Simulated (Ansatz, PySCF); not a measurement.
C3H7BFN, SMILES FC(B(N)C)=C. Atoms are numbered in the order given.

```xyz
13

C      1.8771     0.5584    -0.3124
C      0.8102    -0.0638     0.1948
F      1.0163    -1.1316     1.0058
B     -0.7218     0.2545    -0.0837
C     -1.7820    -0.9119     0.0227
N     -1.0766     1.5626    -0.4338
H      1.7456     1.4092    -0.9847
H      2.8942     0.2239    -0.0864
H     -1.5305    -1.7166    -0.6896
H     -2.8188    -0.5920    -0.1664
H     -1.7323    -1.3713     1.0241
H     -2.0265     1.8276    -0.6624
H     -0.4185     2.3317    -0.4593
```
Charge 0, spin multiplicity 1.

Coordinates come from a ωB97X-D3(BJ)/def2-SVP optimisation. The structure was generated by enumeration, and PubChem lists no compound with its InChIKey, so it may never have been made. The values are those of a single conformer.

Two levels are set side by side: PBE-D3(BJ)/def2-SVP (Ansatz, a quantum-chemistry and plane-wave program) and ωB97X-D3(BJ)/def2-SVP (PySCF). Each level has its own optimised geometry; the coordinates shown are those of the second. Frequencies come from the Hessian of PySCF at each geometry. Differences are taken from unrounded values.

| quantity | ωB97X-D3(BJ) | PBE-D3(BJ) | PBE-D3(BJ) minus ωB97X-D3(BJ) |
|---|---|---|---|
| mean bond length (Å) | 1.232 | 1.238 | 0.006 |
| bond C1–C2 (Å) | 1.335 | 1.348 | 0.013 |
| bond C2–F3 (Å) | 1.357 | 1.365 | 0.008 |
| bond C2–B4 (Å) | 1.589 | 1.585 | -0.004 |
| bond B4–C5 (Å) | 1.580 | 1.580 | 0.000 |
| bond B4–N6 (Å) | 1.400 | 1.404 | 0.005 |
| bond C1–H7 (Å) | 1.092 | 1.099 | 0.007 |
| bond C1–H8 (Å) | 1.094 | 1.101 | 0.007 |
| bond C5–H9 (Å) | 1.104 | 1.111 | 0.008 |
| bond C5–H10 (Å) | 1.101 | 1.109 | 0.007 |
| bond C5–H11 (Å) | 1.103 | 1.111 | 0.008 |
| bond N6–H12 (Å) | 1.012 | 1.020 | 0.008 |
| bond N6–H13 (Å) | 1.013 | 1.021 | 0.008 |
| highest harmonic wavenumber (cm⁻¹) | 3738 | 3609 | -129 |
| mean harmonic wavenumber (cm⁻¹) | 1382 | 1330 | -52 |
| zero-point energy (kcal/mol) | 65.19 | 62.75 | -2.44 |

Exact exchange shortens and stiffens bonds; PBE has none. Differences between two approximate levels are no errors against the true value.
